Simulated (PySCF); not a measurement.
A structure optimised at PBE0-D3(BJ)/def2-SVP, used in a PySCF frequency run:

```xyz
13

B      0.8032    -0.0086     0.0000
H      1.9350     0.4201     0.0000
N     -0.2809     0.8858     0.0000
C     -0.1816     2.3216     0.0000
H     -1.2311     0.5335     0.0000
H     -0.6508     2.7751    -0.8908
H     -0.6508     2.7751     0.8908
H      0.8779     2.6127     0.0000
O      0.6558    -1.3672     0.0000
C     -0.6038    -1.9686     0.0000
H     -1.1941    -1.6969     0.8954
H     -0.4760    -3.0610     0.0000
H     -1.1941    -1.6969    -0.8954
```
Charge 0, spin multiplicity 1.

Problem. Write its SMILES, formula and point group.

Solution. CNBOC, C₂H₈BNO, Cs

Problem. What are its rotational constants (standard atomic weights)?

Solution. 15.438, 2.6113, 2.2989 GHz
